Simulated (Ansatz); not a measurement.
The cluster BeI2⁺. The state is a doublet with charge 1. Geometry B3LYP-D4/def2-TZVP, that of the neutral singlet; atoms count from 1.

Cartesian coordinates in Å:
```
Be 0.000 0.000 0.000
I -1.263 -0.527 1.679
I 1.263 0.527 -1.678
```

In the def2 sets I takes a core potential; there is no spin–orbit coupling. The structure comes from a short search, and lower isomers may exist.

(1) Estimate the Mulliken populations from the PBE0/def2-TZVP orbitals of Ansatz.

(2) Where does the spin sit?

(3) And the Mayer bond orders between bonded heavy atoms (over 0.3)?

## Answers

(1) 
| atom | charge (e) | spin (α − β) |
| --- | --- | --- |
| Be1 | 0.16 | -0.09 |
| I2 | 0.42 | 0.55 |
| I3 | 0.42 | 0.55 |
Mulliken values and Mayer orders depend strongly on the basis.

(2) Summed by element: Be -0.09, I 1.09, of 1 unpaired in all. Largest on single atoms: I3 0.55, I2 0.55, Be1 -0.09.

(3) Be1–I2 1.31 (2.17 Å); Be1–I3 1.31 (2.17 Å). Values over 0.3 also appear between atoms too far apart for a bond (I2–I3 0.40 at 4.33 Å); they arise where an orbital or an unpaired electron spreads over both atoms.
